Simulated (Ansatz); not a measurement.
Input for Ansatz (an electronic-structure program): U-wB97M-V/def2-TZVPP on HO3 (SMILES [O]OO).

Ansatz 0.2 input:
```yaml
crystal:
  periodic: [false, false, false]
  atoms:
    - {symbol: O, position_ang: [0.03900209, 0.01172916, -0.84491287]}
    - {symbol: O, position_ang: [0.05210714, 0.01565776, 0.70146986]}
    - {symbol: H, position_ang: [0.95946027, 0.28788298, -0.99493204]}
    - {symbol: O, position_ang: [-1.05056949, -0.31516990, 1.13827504]}
basis:
  gaussian:
    orbitals: def2-TZVPP
hamiltonian:
  xc: {name: wB97M-V}
magnetization: {spin_polarized: true, initial_magnetization: 1}
```

Output:

```
WARN ansatz: RAYON_NUM_THREADS=1 ignored (pool sized by the plan → 1); use --threads N
Functional definition: wB97M-V
integrals: 0.03 GiB planned
512 factors; their error is unknown
integrals: 0.06 GiB planned
102 factors; integrals over basis functions are off by at most 2.2e-5 eV
mean field: 0.44 GiB planned
mean field evaluation 1: about -6148.7652 eV, gradient 3.3e1 eV
mean field evaluation 2: about -6144.8391 eV, gradient 5.0e1 eV
mean field evaluation 4: about -6152.3419 eV, gradient 2.0e0 eV
mean field evaluation 8: about -6152.3850 eV, gradient 1.1e-1 eV
mean field evaluation 16: about -6152.3946 eV, gradient 4.7e-3 eV
mean field -6152.39461576 eV, -226.0963318864 hartree, gradient 6.7e-5 eV, S^2 0.759883; 0 other end points of the search recorded, 0 dependent functions left out
reference -6152.39463875 eV, -226.0963327314 hartree; 13, 12 occupied and 94, 95 virtual orbitals, 512 factors
Total energy: -6152.39463875 eV, -226.0963327314 hartree
```

The calculation finished and met its thresholds.

Cost: about 6 core-seconds (a rough figure).
